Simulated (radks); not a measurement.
The numbers below are computed, except where a source is named.
Q: Species: Ru. Configuration: [Kr] 4d7 6f1 (not the ground configuration). Code: a radial shooting solver on a logarithmic mesh with Libxc functionals. Model: non-relativistic Kohn-Sham, PBEsol, spin-unpolarised, spherical densities, point nucleus; relativity is left out, which matters for an element this heavy. Some entries of the table are withheld. Estimate them.

| orbital | occ. | eigenvalue (hartree) | r(max) (bohr) | <1/r> (bohr^-1) |
|---|---|---|---|---|
| 1s | 2 | -783.7045 | 0.02292 | 43.47 |
| 2s | 2 | -110.8218 | 0.1278 | 9.834 |
| 2p | 6 | -102.5671 | 0.1003 | 9.833 |
| 3s | 2 | -19.61763 | 0.3732 | (1) |
| 3p | 6 | -16.37903 | 0.3601 | 3.359 |
| 3d | 10 | -10.41533 | 0.3011 | 3.193 |
| 4s | 2 | -2.86110 | 0.9396 | 1.299 |
| 4p | 6 | -1.89945 | 0.9934 | 1.180 |
| 4d | 7 | -0.43754 | (2) | 0.8343 |
| 6f | 1 | -0.01030 | 52.22 | 0.03020 |

A: 
(1) 3s <1/r> (bohr^-1): 3.447
(2) 4d r(max) (bohr): 1.205
